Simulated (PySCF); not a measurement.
ClF2H3SSi2, SMILES Cl[SiH2]S[SiH](F)F.

The structure is a stationary point at PBE-D3(BJ)/def2-SVP. The structure was generated by enumeration, and PubChem lists no compound with its InChIKey, so it may never have been made. Other conformers were not sampled.

These are TDA-PBE/def2-SVPD (PySCF 2.14.0) values and carry that method's errors.

Vertical excitations. 

| state | energy (eV) | λ (nm) | f | main pairs |
|---|---|---|---|---|
| S1 | 5.72 | 217 | 0.004 | HOMO→LUMO 96 % |
| S2 | 5.89 | 210 | 0.019 | HOMO→LUMO+1 94 % |
| S3 | 6.37 | 195 | 0.014 | HOMO−1→LUMO 48 %, HOMO→LUMO+2 46 % |
| S4 | 6.42 | 193 | 0.017 | HOMO→LUMO+2 47 %, HOMO−1→LUMO 39 % |
| S5 | 6.57 | 189 | 0.006 | HOMO−2→LUMO 44 %, HOMO−1→LUMO+1 35 %, HOMO→LUMO+3 14 % |
| S6 | 6.60 | 188 | 0.008 | HOMO−1→LUMO+1 47 %, HOMO→LUMO+3 40 % |
| S7 | 6.75 | 184 | 0.016 | HOMO−2→LUMO+1 79 % |
| S8 | 6.77 | 183 | 0.079 | HOMO−2→LUMO 37 %, HOMO→LUMO+3 24 %, HOMO−2→LUMO+1 12 %, HOMO−1→LUMO+1 9 % |
| S9 | 6.95 | 178 | 0.002 | HOMO→LUMO+4 76 %, HOMO−1→LUMO+2 16 % |
| S10 | 7.06 | 176 | 0.004 | HOMO−1→LUMO+2 79 % |
| T1 | 5.37 | 231 | 0 | HOMO→LUMO 99 % |
| T2 | 5.58 | 222 | 0 | HOMO→LUMO+1 99 % |
| T3 | 6.04 | 205 | 0 | HOMO→LUMO+2 90 % |
| T4 | 6.13 | 202 | 0 | HOMO−1→LUMO 79 % |
Triplets are in the Tamm–Dancoff approximation.
